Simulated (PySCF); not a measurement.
From one molecule to another.

First species: C6H8FN3S.
Z-matrix (Å and degrees, GFN2-xTB geometry), rows numbered from 1:
```
C 
C   1  1.3183
C   2  1.5026  1  123.97
N   3  1.4362  2  110.68  1   126.47
N   4  1.3117  3  122.51  2    77.82
C   5  1.3194  4  104.28  3  -177.35
F   6  1.3227  5  122.79  4  -179.45
C   6  1.4088  5  109.00  4     0.15
S   8  1.7357  6  129.15  5  -179.55
C   9  1.8141  8   98.74  6  -179.34
N   4  1.3148  3  122.41  2   -98.95
H   1  1.0777  2  121.80  3     0.05
H   1  1.0761  2  121.84  3   179.44
H   2  1.0811  1  121.53  3   179.70
H   3  1.0910  2  111.06  1     7.26
H   3  1.0946  2  109.77  1  -114.99
H  10  1.0849  9  109.06  8    61.08
H  10  1.0848  9  106.55  8  -179.22
H  10  1.0848  9  109.04  8   -59.49
```

Second species: C4H4FNOS.
SMILES with atom numbers: `[N:1]#[C:2][CH2:3][O:4][C:5](=[S:6])[CH2:7][F:8]` (hydrogens: H9, H10 on C3; H11, H12 on C7)

Levels: PBE0/pcSseg-1 for dipole moment, HOMO energy, LUMO energy and HOMO–LUMO gap; GFN2-xTB for rotational constant A and rotational constant C. Geometries: GFN2-xTB. Each structure is a single optimised conformer of the isolated species, non-relativistic unless stated; the electronic structure was computed with PySCF and density fitting.

The conformers computed, where there is a choice (atom-mapped SMILES and torsion angles):
- `[CH2:1]=[CH:2][CH2:3][n:4]1[n:5][c:6]([F:7])[c:8]([S:9][CH3:10])[n:11]1`: C1–C2–C3–N4 126°, C2–C3–N4–N5 78°, C6–C8–S9–C10 -179°
- `[N:1]#[C:2][CH2:3][O:4][C:5](=[S:6])[CH2:7][F:8]`: C2–C3–O4–C5 87°, C3–O4–C5–S6 3°, O4–C5–C7–F8 8°

Values for the first species:

| Quantity | Value |
| --- | --- |
| Dipole moment | 3.38 D |
| HOMO energy | -6.34 eV |
| LUMO energy | -0.44 eV |
| HOMO–LUMO gap | 5.90 eV |
| Rotational constant A | 1.473 GHz |
| Rotational constant C | 0.459 GHz |

(1) Estimate the same properties for the second species, and the change in each.

Answers

(1) 
| property | first | second | second less first |
| --- | --- | --- | --- |
| dipole moment | 3.38 D | 3.41 D | +0.03 D |
| HOMO energy | -6.34 eV | -7.47 eV | -1.13 eV |
| LUMO energy | -0.44 eV | -2.11 eV | -1.67 eV |
| HOMO–LUMO gap | 5.90 eV | 5.36 eV | -0.54 eV |
| rotational constant A | 1.473 GHz | 2.353 GHz | +0.880 GHz |
| rotational constant C | 0.459 GHz | 0.906 GHz | +0.447 GHz |

On the first: The dipole matches unit charges of opposite sign 0.70 Å apart (1 e·Å = 4.8032 D).

On the second: The dipole matches unit charges of opposite sign 0.71 Å apart (1 e·Å = 4.8032 D).
